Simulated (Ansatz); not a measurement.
```xyz
13

B     1.061   -1.643    2.761
Al    0.954   -1.615    0.642
O     0.426   -0.202   -0.115
Si   -0.090    1.260   -0.605
C    -1.367    1.098   -1.951
H     2.048   -1.328    3.366
H     0.142   -1.981    3.455
H     1.329   -2.834   -0.307
H    -0.677    1.998    0.552
H     1.074    2.044   -1.105
H    -1.700    2.086   -2.280
H    -2.242    0.546   -1.598
H    -0.957    0.572   -2.816
```

Total charge 0; spin multiplicity 1.

(1) List the r2SCAN/def2-TZVPP orbital energies in eV (Ansatz). (Best estimate.)

## Answers

(1) Ansatz gave: Occupied: -1791.06, -1516.88, -515.31, -272.50, -180.78, -141.42, -110.40, -96.31, -96.27, -96.25, -70.75, -70.53, -70.48, -25.24, -18.10, -13.57, -12.81, -11.00, -10.42, -10.05, -9.23, -9.19, -8.77, -8.72, -7.53, -7.44, -6.43. Lowest empty: -3.09, -1.35, 0.15, 1.04, 1.32, 1.75, 2.21, 2.41.
